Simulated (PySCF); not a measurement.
CI2, neutral, multiplicity 1. Atoms are numbered in the order given.

```xyz
3

C      0.0000     0.0000    -1.1083
I      0.0000     1.7512     0.0627
I      0.0000    -1.7512     0.0627
```

Coordinates come from a B3LYP-D3(BJ)/def2-TZVP optimisation. The def2 effective core potentials stand for the cores of I; spin–orbit coupling is left out.

All values below come from PBE/def2-TZVPD (PySCF).

Mulliken values depend strongly on the basis, most of all with diffuse functions as here. ESP charges are fitted to the potential on shells at 1.4 to 2.0 van der Waals radii. Atomic charges (e):

```csv
atom,Mulliken,ESP fit
C1,-0.13,___
I2,0.07,___
I3,0.07,___
```

### Question
Complete the blanks. (An estimate is asked for; the answer gives what the named calculation found.)

### Answer

- C1, ESP fit: -0.19
- I2, ESP fit: 0.10
- I3, ESP fit: 0.10
